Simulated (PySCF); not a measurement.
## Stationary points of [IH4]+

These are results of PBE0/[I def2-TZVP with ECP28, H def2-TZVP], scalar-relativistic core potentials, density fitting, no spin–orbit coupling, PySCF, not measurements.

Relaxations began from a few typed shapes. The search is not exhaustive: other isomers or separated fragments can lie lower, and high-lying points may rest on an excited occupation.

(1) Which is the lowest minimum found?
A. singlet Td: I–H 1.931 Å (×4); H–I–H 109.5° (×6)
B. singlet D4h: I–H 1.685 Å (×4); H–I–H 90.0° (×4), H–I–H 180.0° (×2)
C. singlet C4v: I–H 1.695 Å (×4); H–I–H 84.2° (×4), H–I–H 142.8° (×2)

## Answers

(1) C. The others lie at 41.1 (singlet D4h, a saddle point), 369.8 (singlet Td, a saddle point) kJ/mol above it.

Counting electrons, iodine keeps 2 of its valence electrons outside its bonds, so the VSEPR class is AX4E1 and the expected shape is see-saw (C2v). The calculation gives C4v instead.
